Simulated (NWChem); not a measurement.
Program: NWChem. System: H2OSSn, charge 0, spin multiplicity 1, at a geometry optimised with PBE0/def2-SVP with def2 effective core potentials on Sn. The structure started from a generated list of species. Level: RHF/def2-SVP with def2 effective core potentials on Sn.

Job file:

```
start mol
memory heap 200 mb stack 800 mb global 1000 mb
geometry units angstroms nocenter noautoz
  Sn     0.447061    -0.379284     0.000000
  O      1.240961     1.450086     0.000000
  H      0.614469     2.184285     0.000000
  S     -1.906285     0.378793     0.000000
  H     -2.394653    -0.881447     0.000000
  symmetry group Cs
end
basis spherical
  * library def2-svp
end
ecp
  Sn library def2-ecp
end
scf
  rhf
  nopen 0
  maxiter 100
  thresh 1e-7
  semidirect memsize 60000000 filesize 0
end
task scf energy
```

Part of the output:

```
             Northwest Computational Chemistry Package (NWChem) 7.3.0
             --------------------------------------------------------

                                NWChem Input Module
                                -------------------

 Scaling coordinates for geometry "geometry" by  1.889725989
 (inverse scale =  0.529177249)

 Turning off AUTOSYM since
 SYMMETRY directive was detected!

                             Geometry "geometry" -> ""
                             -------------------------

 Output coordinates in angstroms (scale by  1.889725989 to convert to a.u.)

  No.       Tag          Charge          X              Y              Z
 ---- ---------------- ---------- -------------- -------------- --------------
    1 Sn                  50.0000     0.44706100    -0.37928400     0.00000000
    2 O                    8.0000     1.24096100     1.45008600     0.00000000
    3 H                    1.0000     0.61446900     2.18428500     0.00000000
    4 S                   16.0000    -1.90628500     0.37879300     0.00000000
    5 H                    1.0000    -2.39465300    -0.88144700     0.00000000

 Effective nuclear repulsion energy (a.u.)     331.6943000427

            Nuclear Dipole moment (a.u.)
            ----------------------------
        X                 Y               Z
 ---------------- ---------------- ----------------
    -0.0000113384     0.0000264562     0.0000000000

      Symmetry information
      --------------------

 Group name             Cs
 Group number              2
 Group order               2
 No. of unique centers     5

      Symmetry unique atoms

     1    2    3    4    5


 Summary of "ao basis" -> "" (spherical)
 ------------------------------------------------------------------------------
       Tag                 Description            Shells   Functions and Types
 ---------------- ------------------------------  ------  ---------------------
 *                          def2-svp                  on all atoms

 Summary of "ao basis" -> "ao basis" (spherical)
 ------------------------------------------------------------------------------
[...]
   Bfn.  Coefficient  Atom+Function         Bfn.  Coefficient  Atom+Function
  ----- ------------  ---------------      ----- ------------  ---------------
     3      0.416030  1 Sn s                 56     -0.391968  4 S  px
     4      0.327874  1 Sn s                 12     -0.256040  1 Sn py
    53     -0.256143  4 S  px                57      0.212218  4 S  py
    11      0.210828  1 Sn px                 2     -0.175227  1 Sn s
    15     -0.171684  1 Sn py

 Vector   25  Occ=0.000000D+00  E= 1.784784D-02  Symmetry=a"
              MO Center=  3.7D-01, -3.9D-01, -4.6D-15, r^2= 4.2D+00
   Bfn.  Coefficient  Atom+Function         Bfn.  Coefficient  Atom+Function
  ----- ------------  ---------------      ----- ------------  ---------------
    16      0.744452  1 Sn pz                13      0.387955  1 Sn pz
    58     -0.282126  4 S  pz                35     -0.188988  2 O  pz
    32     -0.150128  2 O  pz

 Vector   26  Occ=0.000000D+00  E= 9.179856D-02  Symmetry=a'
              MO Center=  5.7D-01, -5.1D-01,  3.8D-15, r^2= 5.2D+00
   Bfn.  Coefficient  Atom+Function         Bfn.  Coefficient  Atom+Function
  ----- ------------  ---------------      ----- ------------  ---------------
    14      1.007353  1 Sn px                29     -0.453751  2 O  s
    49      0.433976  4 S  s                 56      0.364350  4 S  px
    15      0.358725  1 Sn py                11      0.251624  1 Sn px
    57     -0.210352  4 S  py                42      0.163889  3 H  s

 Vector   27  Occ=0.000000D+00  E= 1.332031D-01  Symmetry=a'
              MO Center=  1.6D-01, -1.3D-01, -2.5D-16, r^2= 5.6D+00
   Bfn.  Coefficient  Atom+Function         Bfn.  Coefficient  Atom+Function
  ----- ------------  ---------------      ----- ------------  ---------------
    15      1.021710  1 Sn py                49     -0.713832  4 S  s
     4      0.561228  1 Sn s                 14     -0.488036  1 Sn px
    29     -0.478266  2 O  s                 56     -0.425908  4 S  px
    65      0.335406  5 H  s                  3      0.227615  1 Sn s
    33      0.204274  2 O  px                57      0.197859  4 S  py

 center of mass
 --------------
 x =   0.11049410 y =  -0.09117949 z =   0.00000000

 moments of inertia (a.u.)
 ------------------
         215.629117117874          36.931889538716           0.000000000000
          36.931889538716         606.959491427133           0.000000000000
           0.000000000000           0.000000000000         822.588608545007

  Mulliken analysis of the total density
  --------------------------------------

    Atom       Charge   Shell Charges
 -----------   ------   -------------------------------------------------------
    1 Sn  22    21.17   1.60  0.43  1.19  0.55  3.26  2.73  0.83  0.42  9.79  0.37
    2 O    8     8.69   1.99  1.04  0.76  2.80  2.09  0.01
    3 H    1     0.79   0.66  0.06  0.07
    4 S   16    16.42   2.00  1.99  1.16  0.72  5.94  1.72  2.84  0.04
    5 H    1     0.93   0.70  0.19  0.03

       Multipole analysis of the density wrt the origin
       ------------------------------------------------

     L   x y z        total         open         nuclear
     -   - - -        -----         ----         -------
     0   0 0 0      0.000000      0.000000     48.000000

     1   1 0 0     -0.049894      0.000000    -23.655049
     1   0 1 0     -0.824968      0.000000     20.068826
     1   0 0 1     -0.000000      0.000000      0.000000

     2   2 0 0    -37.799182      0.000000    289.154672
     2   1 1 0      0.120509      0.000000      9.160316
     2   1 0 1     -0.000000      0.000000      0.000000
     2   0 2 0    -32.149614      0.000000     99.384973
     2   0 1 1      0.000000      0.000000      0.000000
     2   0 0 2    -31.399720      0.000000      0.000000

 Task  times  cpu:        1.4s     wall:        1.4s

 Total times  cpu:        1.4s     wall:        1.4s
```
